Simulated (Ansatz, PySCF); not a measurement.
H₄BFO₃Si (SMILES OB(O)O[SiH2]F), singlet, at the geometry of the source list, with bond 8-1 at 2.4 times its length. Base run: CASSCF(6,6)/STO-3G (PySCF).

Input for PySCF:
```python
from pyscf import gto, scf, mcscf
import numpy

mol = gto.Mole()
mol.atom = '''
    Si   -1.58040000   -0.37890000   -0.10060000
    F    -2.28070000    0.45410000   -1.27620000
    O    -0.13180000    0.27060000    0.06970000
    B     1.22720000    0.29170000    0.13790000
    O     1.85740000    1.35240000    0.67950000
    O     1.98360000   -0.73050000   -0.31620000
    H    -1.54040000   -1.75570000   -0.57100000
    H    -3.34536000    0.27846000    2.82692000
    H     1.27680000    2.04780000    0.98610000
    H     1.50400000   -1.44680000   -0.72830000
'''
mol.basis = 'sto-3g'
mol.verbose = 4
mol.build()

mf = scf.RHF(mol)
mf.kernel()
mc = mcscf.CASSCF(mf, 6, 6)
mc.fix_spin_(ss=0.0)
mc.kernel()
occ = numpy.linalg.eigvalsh(mc.fcisolver.make_rdm1(mc.ci, mc.ncas, mc.nelecas))[::-1]
ss = mc.fcisolver.spin_square(mc.ci, mc.ncas, mc.nelecas)[0]
print('natural occupations', occ.round(4), ' <S^2>', round(ss, 4))
```

Programs used: Ansatz (a quantum-chemistry and plane-wave program), PySCF; a row that names a program was run with it.

Each row names what was changed in the base input (with any setting that the change needs).

| change | ΔE vs base (kcal/mol) | natural occupations | <S^2> of the state |
|---|---|---|---|
| base | 0.000 | 1.99 1.99 1.15 0.85 0.01 0.01 | 0.00 |
| start = MP2 natural orbitals | 0.576 | 1.99 1.98 1.15 0.85 0.02 0.01 | 0.00 |
| active space = 2 electrons, 3 orbitals | 16.31 | 1.15 0.85 0.00 | 0.00 |
| active space = 2 electrons, 2 orbitals | 16.31 | 1.15 0.85 | 0.00 |
| code = ansatz; correction = SC-NEVPT2, all electrons | -110.2 | - | - |
| active space = 4 electrons, 6 orbitals | 9.57 | 1.99 1.15 0.85 0.01 0.00 0.00 | 0.00 |
| orbitals = fixed (CASCI) | 16.89 | 2.00 1.99 1.15 0.85 0.01 0.00 | 0.00 |
| orbitals = fixed (CASCI); correction = SC-NEVPT2 | -107.0 | 2.00 1.99 1.15 0.85 0.01 0.00 | 0.00 |
| code = ansatz | 0.009 | - | - |
| fix_spin_ = off | 0.000 | 1.99 1.99 1.15 0.85 0.01 0.01 | 0.00 |
| conv_tol = 1e-5 | 0.000 | 1.99 1.99 1.15 0.85 0.01 0.01 | 0.00 |

Active orbitals are taken around the Fermi level unless the row says otherwise; CASSCF can end in different local minima, and two programs can end on different orbitals. State-averaged rows give the lowest state.
